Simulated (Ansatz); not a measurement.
Breaking the Al1–Br4 bond in AlBrFH (SMILES [F][AlH][Br]) (multiplicity 1 held, fragments rigid). Energies count from the point at 2.246 Å.
Geometry at that point (charge 0, multiplicity 1):
```xyz
4

Al     0.143    -1.022     0.686
H     -0.746    -2.286     0.873
F      1.568    -0.902     1.501
Br    -0.435     0.677    -0.666
```

U- levels take the lowest unrestricted solution at each point, which mixes spins at long bonds. Active spaces are followed from a long bond inwards. Curves can end on different states.

Frozen-core correlation. Filled d and f shells under p-block atoms count as core.

The values were computed with Ansatz (a program for electronic structure) with Gaussian orbitals. Each number belongs to the level named beside it.

Give the energy at R = 7.189 Å at the level U-CCSD/def2-SVP.

101.5 kcal/mol

Predict the energy at R = 7.189 Å from FIC-MRCISD+Q on CASSCF(6,4)/def2-SVP.

102.5 kcal/mol

What energy at R = 7.189 Å does SC-NEVPT2 on CASSCF(6,4)/def2-SVP give?

104.7 kcal/mol

Doubts at one or more of the structures used: a spin-contaminated determinant (U-CCSD/def2-SVP); active orbitals that take no part (SC-NEVPT2 on CASSCF(6,4)/def2-SVP, FIC-MRCISD+Q on CASSCF(6,4)/def2-SVP).
